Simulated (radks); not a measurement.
The aluminium ion Al4+, configuration [He] 2s2 2p5 (the NIST ground configuration).

Calculated with a radial shooting solver on a logarithmic mesh with Libxc functionals: scalar-relativistic Kohn-Sham, LDA (Slater exchange, Perdew-Wang correlation), spin-polarised, spherical densities, finite nucleus; open shells are filled with parallel spins first; Fermi nuclear charge, rms radius 3.061 fm.

Energy parts (eV):
part                      energy
total                  -6404.725
kinetic                 6412.557
electron-nucleus      -14720.635
Hartree                 2329.150
exchange-correlation    -425.797

Orbitals (lengths in bohr, moments of r in powers of bohr; <r^-3> diverges for s and p1/2; r(max) is where P^2 peaks):
| orbital | occ. | eigenvalue (eV) | r(max) | <r^2> | <r^-3> |
|---|---|---|---|---|---|
| 1s up | 1 | -1584.402 | 0.07863 | 0.01958 | - |
| 1s down | 1 | -1582.703 | 0.07860 | 0.01955 | - |
| 2s up | 1 | -176.9044 | 0.4885 | 0.4346 | - |
| 2s down | 1 | -174.0916 | 0.4900 | 0.4395 | - |
| 2p up | 3 | -140.1575 | 0.4136 | 0.3973 | 39.88 |
| 2p down | 2 | -137.0451 | 0.4159 | 0.4051 | 39.33 |

The highest occupied level is 2p down at -137.05 eV. Summed over all electrons, <r^2> = 2.915 bohr^2, which gives a Langevin (diamagnetic) susceptibility term of -2.31 x 10^-6 cm^3/mol. Spin moment in Bohr magnetons: 1. For comparison, the ionisation energy in NIST's Atomic Spectra Database is 153.83 eV (semi-empirical). In exact Kohn-Sham theory the highest level is minus the ionisation energy, but local and semilocal functionals leave it too shallow, through self-interaction and a potential that decays too fast; potentials with the right tail come closer. The density falls to 0.001 e/bohr^3 at r = 1.84 bohr.
